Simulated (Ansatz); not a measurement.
Species: sum formula SiBrCl, net charge 1, doublet state. 
Structure (B3LYP-D3(BJ)/def2-TZVP (Ansatz, a quantum-chemistry and plane-wave program) minimum search):
```xyz
3

Si    -0.3496     0.3841     0.8126
Br     0.9299    -0.9359    -0.2887
Cl    -1.6265     1.6105    -0.0749
```
Charge +1, spin multiplicity 2.

Basis-set convergence of Hartree-Fock and MP2 correlation energies (hartree) with Ansatz. Valence correlation only, unless marked. UHF or UKS for open shells. No spin-orbit coupling. Frozen are the shells of the preceding noble gas and the d and f shells that filled before the atom's block. Non-relativistic.

```tsv
basis	functions	E(HF)	E(corr, MP2)
def2-SVPD	92	-3320.05270	-0.32635
def2-TZVPPD	156	[?]	[?]
```

Q: Fill in the missing entries.

A: 
- def2-TZVPPD, E(HF): -3320.62649
- def2-TZVPPD, E(corr, MP2): -0.41791
